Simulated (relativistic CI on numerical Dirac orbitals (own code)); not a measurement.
Calculated at this level of theory: Dirac-Coulomb-Breit CI, separate exchange-only KLI orbitals for each configuration, model QED (radiative potential, 1s self-energy scaled to tabulated hydrogen-like ionisation energies), unscaled Slater integrals (own radial code, finite nucleus).

The strongest absorption lines from the ground level of an ion, among the configurations computed and to levels below about 14200 eV (vacuum wavelength in nm, gf): 0.08752 (0.087), 0.09021 (0.26), 0.10069 (0.5), 0.11201 (0.27), 0.11522 (0.97), 0.11636 (0.41), 0.13197 (2.3), 0.14520 (0.16).

(1) Which ion is it?
A. At LXXVI
B. Re LXVI
C. Re LXVIII
D. Yb LXI

Results:

(1) B. Re LXVI has 10 electrons and the ground level 2s2.2p6 1S_0; the strongest line goes to 2s2.2p5.3d 1P°_1. The pattern of lines fixes the number of electrons, and along that sequence the line energies rise steadily with the charge (about as its square where n changes within one kind of shell, about linearly where n is kept but much faster in heavy ions where fine structure, which grows about as Z⁴, sets the gap, and irregularly where shells cross), which fixes Z. Configurations outside the model, such as inner-shell arrays, can give stronger lines. At this charge energies of transitions that change n are usually good to better than 1 %, and those within a shell (Δn = 0) to a few per cent.

LS names give the leading component of a level, which can be under half, so a name can repeat, a term be missing and a line seem to break the LS rules.
